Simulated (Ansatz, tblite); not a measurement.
Cost and result up the ladder for KPt3 (the lowest doublet isomer of a short search) (4 atoms). The state is a doublet with charge 0. Geometry: r2SCAN-D4/def2-SVP.

Cartesian coordinates in Å:
```
K -1.8503 -1.0113 -0.0562
Pt 1.2400 -0.8367 0.6290
Pt 0.0246 1.3732 0.8641
Pt 0.5857 0.4748 -1.4369
```

Ansatz on 4 threads of Arm Neoverse V2 on a shared host; xTB runs through tblite on one thread. Times are rough, summed over both states, and most runs start from the orbitals of an earlier one. ωB97M-V/def2-TZVP serves as the yardstick here, not as an exact answer. Differences are given only for rows in sets of like size (and for xTB, whose basis is part of the method), since another set adds its own error. The other state is a quartet at its own geometry.

In the def2 sets Pt takes a core potential; there is no spin–orbit coupling. The xTB rows come from tblite. HSE06 is defined as in plane-wave codes, on full-range PBE exchange. Correlated methods freeze 5 core orbitals; core or outer-core shells of K, Pt are correlated, in sets that lack core-valence functions. The rows differ in basis, and correlated rows in double-zeta sets carry the largest basis error. In CCSD on the charge 0 doublet the largest single amplitude is 0.23, so its Hartree–Fock determinant may place the open shell otherwise than the density functionals do. HOMO above LUMO, or a gap near zero within one spin, warns that the state may not be the lowest or that an electron is smeared out. The structure comes from a short search, and lower isomers may exist.

Run but left out: HF/def2-SVP, HF/def2-TZVP, MP2/def2-SVP, MP2/def2-TZVP (doublet: ⟨S²⟩ 1.11 to 1.22, where a pure state has 0.75).

Correlated methods converge slowly with the basis, most of all in double-zeta sets.

xTB has no spin-polarisation term.

| level | functions | quartet − doublet (eV) | difference from ωB97M-V/def2-TZVP (eV) | remarks |
| --- | --- | --- | --- | --- |
| r2SCAN0-D4/def2-TZVP | 153 | 0.51 | -0.40 | spin-contaminated (⟨S²⟩ 0.90) (doublet) |
| r2SCAN-D4/def2-TZVP | 153 | 0.41 | -0.50 | spin-contaminated (⟨S²⟩ 0.89) (doublet) |
| ωB97M-V/def2-TZVP | 153 | 0.91 | 0.00 | – |
| PBE0-D4/def2-TZVP | 153 | 0.66 | -0.25 | – |
| CCSD(T)/def2-SVP | 120 | 0.63 | – | large T1 (0.060) (quartet), spin-contaminated (⟨S²⟩ 1.11) (doublet), spin-contaminated (⟨S²⟩ 3.94) (quartet) |
| revPBE-D4/def2-TZVP (with forces) | 153 | 0.53 | -0.38 | gap within one spin near zero (quartet) |
| RPA@PBE/def2-TZVP | 153 | 0.32 | -0.59 | – |
| CAM-B3LYP-D4/def2-TZVP | 153 | 0.72 | -0.19 | spin-contaminated (⟨S²⟩ 0.83) (doublet) |
| PBE-D4/def2-TZVP | 153 | 0.52 | -0.39 | gap within one spin near zero (quartet) |
| GFN1-xTB | 31 | 1.13 | 0.22 | – |
| HSE06-D4/def2-TZVP | 153 | 0.65 | -0.26 | – |
| GFN2-xTB | 31 | 1.03 | 0.12 | – |

Problem. Estimate how long each takes.

Solution. GFN1-xTB 0.007 s; GFN2-xTB 0.014 s; HSE06-D4/def2-TZVP 18 s; revPBE-D4/def2-TZVP (with forces) 23 s; PBE0-D4/def2-TZVP 23 s; PBE-D4/def2-TZVP 24 s; RPA@PBE/def2-TZVP 30 s; CAM-B3LYP-D4/def2-TZVP 32 s; r2SCAN0-D4/def2-TZVP 53 s; r2SCAN-D4/def2-TZVP 74 s; ωB97M-V/def2-TZVP 96 s; CCSD(T)/def2-SVP 10 min. On shared hardware such times vary by a factor of up to 3.
